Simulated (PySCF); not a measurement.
Compound: C6H5F3O.
Atom-mapped SMILES: `[F:1][C:2]([F:3])=[C:4]([F:5])[C:6]1=[CH:7][O:8][CH2:9][CH2:10]1`

Cartesian coordinates in Å at the GFN2-xTB level; atoms count from 1:
```
atom  x, y, z in Å
F1     2.0636    0.8520   -1.4578
C2     2.4392    0.2042   -0.3556
F3     3.7620    0.1223   -0.2875
C4     1.5858   -0.2905    0.5487
F5     2.1180   -0.9264    1.6157
C6     0.1550   -0.2219    0.5118
C7    -0.6873   -0.7317    1.4259
O8    -1.9866   -0.5374    1.1649
C9    -2.0940    0.1876   -0.0667
C10   -0.6616    0.4403   -0.5729
H11   -0.4611   -1.2699    2.3289
H12   -2.6379    1.1132    0.1398
H13   -2.6829   -0.4195   -0.7592
H14   -0.4822   -0.0176   -1.5458
H15   -0.4342    1.5033   -0.6547
```

Probes without a nucleus sit at each ring's centroid and 1 Å off its mean plane on both sides; NICS is minus the shielding there, NICSzz its component along the normal. Level: GIAO PBE0/pcSseg-1 (PySCF, non-relativistic, gas phase) on the GFN2-xTB geometry, one conformer.

Ring bond lengths (Å), with Mayer bond orders in brackets: C6–C7 1.344 (1.70), C7–O8 1.339 (1.05), O8–C9 1.433 (0.88), C9–C10 1.540 (1.04), C10–C6 1.511 (1.03).

Q: Give the NICS values of each ring in ppm.

A: 
```
           ring                                                     type  NICS(0)  NICS(1), two faces  NICS(1)zz, two faces  rms pucker (Å)  centre to ring atoms, mean (Å)
C6–C7–O8–C9–C10  5-membered ring with O; formal bonds 1 double, 4 single     -3.9         -1.9 / -1.9           -2.2 / -2.2            0.00                            1.22
```

Q: What do they say, and how far can they be read as aromaticity?

A: 
- C6–C7–O8–C9–C10: mean NICS(1)zz -2.2 ppm, near zero. C9, C10 have four or more neighbours; no verdict on aromaticity is drawn.

Time: 50 s of wall time. Hardware: an x86-64 server with one thread, on a shared host. This is the whole shielding run at PBE0/pcSseg-1, SCF included.
